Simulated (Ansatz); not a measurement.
Mulliken charges of `[SiH3]C(Cl)Cl` from ωB97M-V/def2-TZVPP in Ansatz (PBE0-D4/def2-TZVP geometry).

| atom | x (Å) | y (Å) | z (Å) | charge (e) |
| --- | --- | --- | --- | --- |
| Si1 | -0.175 | 0.935 | -0.204 | 0.146 |
| C2 | 0.042 | -0.912 | 0.175 | -0.141 |
| Cl3 | 0.841 | -1.100 | 1.750 | -0.080 |
| Cl4 | 0.975 | -1.676 | -1.128 | -0.080 |
| H5 | -0.877 | 1.064 | -1.505 | -0.010 |
| H6 | -0.986 | 1.541 | 0.881 | -0.010 |
| H7 | 1.173 | 1.543 | -0.264 | 0.007 |
| H8 | -0.901 | -1.453 | 0.240 | 0.168 |

Q: By hand: the dipole of these point charges (1 e Å = 4.8032 D).

A: Σ q r = (-0.301, 0.228, -0.060) e Å, of length 0.382 e Å = 1.83 D.

Q: How does the dipole of the full density compare? (An estimate is asked.)

A: Ansatz gave: (-0.282, 0.158, -0.045) e Å, 1.57 D; the point charges give 1.17 times that, at 8° from its direction.

Point charges leave out the atoms' own dipoles, such as those of lone pairs, and Mulliken's split depends on the basis, so the two needn't agree.
